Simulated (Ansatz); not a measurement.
Frontier orbitals of BH3OSSi (`S[SiH]1BO1`).

| atom | x (Å) | y (Å) | z (Å) |
| --- | --- | --- | --- |
| S1 | -0.6807 | 1.0343 | 1.7120 |
| Si2 | -0.3124 | -0.3077 | 0.1199 |
| B3 | 0.2056 | 0.2351 | -1.6189 |
| O4 | 1.1848 | -0.0635 | -0.7505 |
| H5 | -0.2584 | 0.1968 | 2.6752 |
| H6 | -0.3753 | -1.7009 | 0.6107 |
| H7 | 0.2365 | 0.6060 | -2.7486 |

Total charge 0; spin multiplicity 1. Geometry: relaxed with PBE0-D4/def2-TZVP. It is one conformer, not always the lowest. Basis def2-TZVPP, the Gaussian-basis code of Ansatz.

```tsv
functional	HOMO (eV)	LUMO (eV)	gap (eV)
PBE	-5.96	-2.22	3.74
PBE0	-7.12	-1.23	5.89
r2SCAN0	-7.25	-1.07	6.18
CAM-B3LYP	-8.43	-0.09	8.34
ωB97X-V	-9.40	0.98	10.38
ωB97M-V	-9.23	0.76	9.99
```

Problem. What is the vertical ionisation energy at frozen-core CCSD(T)/CBS(def2)? (Best estimate.)

Solution. The calculation gave: 9.46 eV (T1 of the cation 0.024).

Against PBE, PBE0 changes HOMO and LUMO by −1.15 and +0.99 eV, ωB97M-V by −3.27 and +2.98 eV. A gap of 3.75 eV thus becomes 9.99 eV for the same molecule, so an orbital gap means little without its functional. A positive LUMO is unbound and depends on the basis. −ε(HOMO) differs from that ionisation energy by −3.50 eV with PBE and −0.23 eV with ωB97M-V.
